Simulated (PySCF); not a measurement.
PySCF input file for SnH3, SMILES [SnH3], multiplicity 2, TDA-B3LYP/def2-TZVPD. The structure is a stationary point at PBE0-D3(BJ)/def2-TZVPD. The multiplicity is an assumed one; other spin states were not compared. The isomer is the one that the SMILES or the coordinates give; other isomers of the formula were not compared. The def2 effective core potentials stand for the cores of Sn; spin–orbit coupling is left out.

```python
import numpy as np
from pyscf import gto, scf, dft, tdscf

mol = gto.M(
    atom='''
    Sn   -0.00000000    0.00000000   -0.03207019
    H     1.40181105    0.80933599    0.53450318
    H    -1.40181105    0.80933597    0.53450319
    H     0.00000002   -1.61867198    0.53450318
    ''',
    basis='def2-TZVPD',
    ecp={'Sn': 'def2-tzvp'},
    charge=0,
    spin=1,
    max_memory=1600,
    verbose=4,
)
mf = dft.UKS(mol, xc='b3lyp').density_fit(auxbasis='def2-universal-jkfit')
mf.grids.level = 3
mf.conv_tol = 1e-9
mf.max_cycle = 100
mf.kernel()
fine, coarse = mf.grids, dft.Grids(mol).set(level=1).build(with_non0tab=True)
for _ in range(3):  # follow internal instabilities
    mf.grids = coarse
    mo, _, stable, _ = mf.stability(return_status=True, nroots=4)
    mf.grids = fine
    if stable:
        break
    mf.kernel(mf.make_rdm1(mo, mf.mo_occ))
mf.grids = dft.Grids(mol).set(level=1).build(with_non0tab=True)  # coarser grid for the response kernel
td = tdscf.TDA(mf)
td.nstates = 10
td.conv_tol = 1e-4
td.positive_eig_threshold = 1e-6
td.kernel(x0=td.get_init_guess(mf, 15))
td.analyze(verbose=3)
```

Program output:

```
PySCF version 2.14.0

[INPUT] verbose = 4
[INPUT] num. atoms = 4
[INPUT] num. electrons = 25
[INPUT] charge = 0
[INPUT] spin (= nelec alpha-beta = 2S) = 1
[INPUT] symmetry False subgroup None
[INPUT] Mole.unit = angstrom
[INPUT] Symbol           X                Y                Z      unit          X                Y                Z       unit  Magmom
[INPUT]  1 Sn     0.000000000000   0.000000000000  -0.032070190000 AA    0.000000000000   0.000000000000  -0.060603875863 Bohr   0.0
[INPUT]  2 H      1.401811050000   0.809335990000   0.534503180000 AA    2.649038962889   1.529423363854   1.010064622909 Bohr   0.0
[INPUT]  3 H     -1.401811050000   0.809335970000   0.534503190000 AA   -2.649038962889   1.529423326059   1.010064641806 Bohr   0.0
[INPUT]  4 H      0.000000020000  -1.618671980000   0.534503180000 AA    0.000000037795  -3.058846727707   1.010064622909 Bohr   0.0

nuclear repulsion = 20.9314980717609
number of shells = 33
number of NR pGTOs = 130
number of NR cGTOs = 83
basis = def2-TZVPD
ecp = {'Sn': 'def2-tzvp'}


[settings echo left out]
init E= -179.122539307206
  alpha nocc = 13  HOMO = -0.681171700994316  LUMO = -0.42558210346735
  beta  nocc = 12  HOMO = -0.795769364940282  LUMO = -0.681171700994318

WARN: HOMO -0.681171700994316 >= LUMO -0.681171700994318

cycle= 1 E= -214.969967927574  delta_E= -35.8  |g|= 1.77  |ddm|= 21.9
  alpha nocc = 13  HOMO = -0.029425214182619  LUMO = 0.0420025903167573
  beta  nocc = 12  HOMO = -0.159158541285826  LUMO = 0.0159450789926145
  HOMO = -0.0294252141826  LUMO = 0.0159450789926  gap/eV = 1.23459
cycle= 2 E= -214.345165979882  delta_E= 0.625  |g|= 2.57  |ddm|=  5.3
  alpha nocc = 13  HOMO = -0.191560741886172  LUMO = -0.00304402320783215
  beta  nocc = 12  HOMO = -0.311670031729122  LUMO = -0.114299440070764
  HOMO = -0.191560741886  LUMO = -0.114299440071  gap/eV = 2.10239
cycle= 3 E= -216.115555515579  delta_E= -1.77  |g|= 0.102  |ddm|= 2.13
  alpha nocc = 13  HOMO = -0.218453410518108  LUMO = -0.010356195481962
  beta  nocc = 12  HOMO = -0.324533355378593  LUMO = -0.130567008986034
  HOMO = -0.218453410518  LUMO = -0.130567008986  gap/eV = 2.39151
cycle= 4 E= -216.120082022416  delta_E= -0.00453  |g|= 0.0196  |ddm|= 0.169
  alpha nocc = 13  HOMO = -0.216775744728676  LUMO = -0.00953110262565193
  beta  nocc = 12  HOMO = -0.32453622939394  LUMO = -0.128286518429922
  HOMO = -0.216775744729  LUMO = -0.12828651843  gap/eV = 2.40791
cycle= 5 E= -216.120287622871  delta_E= -0.000206  |g|= 0.00339  |ddm|= 0.0326
  alpha nocc = 13  HOMO = -0.216534999414289  LUMO = -0.0096384978611983
  beta  nocc = 12  HOMO = -0.324824285130381  LUMO = -0.127809484325052
  HOMO = -0.216534999414  LUMO = -0.127809484325  gap/eV = 2.41434
cycle= 6 E= -216.120291968786  delta_E= -4.35e-06  |g|= 0.00126  |ddm|= 0.00401
  alpha nocc = 13  HOMO = -0.216781794380667  LUMO = -0.00962244836131809
  beta  nocc = 12  HOMO = -0.324705548832869  LUMO = -0.127951327836946
  HOMO = -0.216781794381  LUMO = -0.127951327837  gap/eV = 2.41720
cycle= 7 E= -216.120293176325  delta_E= -1.21e-06  |g|= 0.000217  |ddm|= 0.00253
  alpha nocc = 13  HOMO = -0.216753714939999  LUMO = -0.00960237877605152
  beta  nocc = 12  HOMO = -0.324630223864463  LUMO = -0.127890658725271
  HOMO = -0.21675371494  LUMO = -0.127890658725  gap/eV = 2.41809
cycle= 8 E= -216.120293270651  delta_E= -9.43e-08  |g|= 4.19e-05  |ddm|= 0.000894
  alpha nocc = 13  HOMO = -0.216763658116382  LUMO = -0.00960873828360231
  beta  nocc = 12  HOMO = -0.324634682775334  LUMO = -0.127905035711911
  HOMO = -0.216763658116  LUMO = -0.127905035712  gap/eV = 2.41797
cycle= 9 E= -216.120293274904  delta_E= -4.25e-09  |g|= 9.17e-06  |ddm|= 0.000193
  alpha nocc = 13  HOMO = -0.216759982294035  LUMO = -0.00960698596132126
  beta  nocc = 12  HOMO = -0.324628759912318  LUMO = -0.127902910381188
  HOMO = -0.216759982294  LUMO = -0.127902910381  gap/eV = 2.41792
cycle= 10 E= -216.120293275059  delta_E= -1.54e-10  |g|= 1.2e-06  |ddm|= 3.35e-05
  alpha nocc = 13  HOMO = -0.216760369354486  LUMO = -0.00960720214099187
  beta  nocc = 12  HOMO = -0.324629198042252  LUMO = -0.127903345159897
  HOMO = -0.216760369354  LUMO = -0.12790334516  gap/eV = 2.41792
Extra cycle  E= -216.120293275061  delta_E= -2.44e-12  |g|= 5.28e-07  |ddm|= 3.91e-06
converged SCF energy = -216.120293275061  <S^2> = 0.75118295  2S+1 = 2.0011826
tot grids = 15448
uhf_internal: lowest eigs of H = [0.2864394  0.28644656 0.31955801 0.35528126]
<class 'pyscf.df.df_jk.DFUKS'> wavefunction is stable in the internal stability analysis
tot grids = 15448
Overwritten attributes  positive_eig_threshold  of <class 'pyscf.tdscf.uks.TDA'>


******** <class 'pyscf.tdscf.uks.TDA'> for <class 'pyscf.df.df_jk.DFUKS'> ********
nstates = 10
deg_eia_thresh = 1.000e-03
wfnsym = None
conv_tol = 0.0001
eigh lindep = 1e-12
eigh level_shift = 0
eigh max_cycle = 100


Excitation energies (eV)
[4.08438949 4.08441437 4.45618234 4.97767957 4.97771458 5.69460742
 6.38135908 6.38142118 6.79485151 6.79489333]

** Excitation energies and oscillator strengths **
Excited State   1:      4.08439 eV    303.56 nm  f=0.0050
Excited State   2:      4.08441 eV    303.55 nm  f=0.0050
Excited State   3:      4.45618 eV    278.23 nm  f=0.0289
Excited State   4:      4.97768 eV    249.08 nm  f=0.0457
Excited State   5:      4.97771 eV    249.08 nm  f=0.0457
Excited State   6:      5.69461 eV    217.72 nm  f=0.1900
Excited State   7:      6.38136 eV    194.29 nm  f=0.0575
Excited State   8:      6.38142 eV    194.29 nm  f=0.0575
Excited State   9:      6.79485 eV    182.47 nm  f=0.0130
Excited State  10:      6.79489 eV    182.47 nm  f=0.0130
```

Self-consistency was reached.

Cost: around 18 core-seconds (rough).
